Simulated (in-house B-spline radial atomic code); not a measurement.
# Ca IV (Ca3+): [Ne] 3s2 3p5

All numbers are computed (non-relativistic LDA PW92, spin-polarised, spherical fractional occupations; point nucleus) with a B-spline radial code for spherical atoms, not measured.

Screening seen three ways: the hydrogenic charge with the same mean radius, Z_r = [3n² - l(l+1)]/(2<r>), the one with the same energy, Z_e = n√(-2ε), and Slater's rules. Values are occupation-weighted means over spin.

```
shell  electrons   ε (eV)  <r> (bohr)    Z_r    Z_e  Slater
   1s          2  -3953.3     0.07754  19.34  17.05   19.70
   2s          2  -445.03      0.3677  16.32  11.44   15.85
   2p          6  -370.02      0.3288  15.21  10.43   15.85
   3s          2  -78.605       1.131  11.94   7.21    9.10
   3p          5  -59.778       1.206  10.36   6.29    9.10
```

The least bound orbital is 3p down at -59.03 eV, and it is also the most diffuse (<r> = 1.21 bohr).
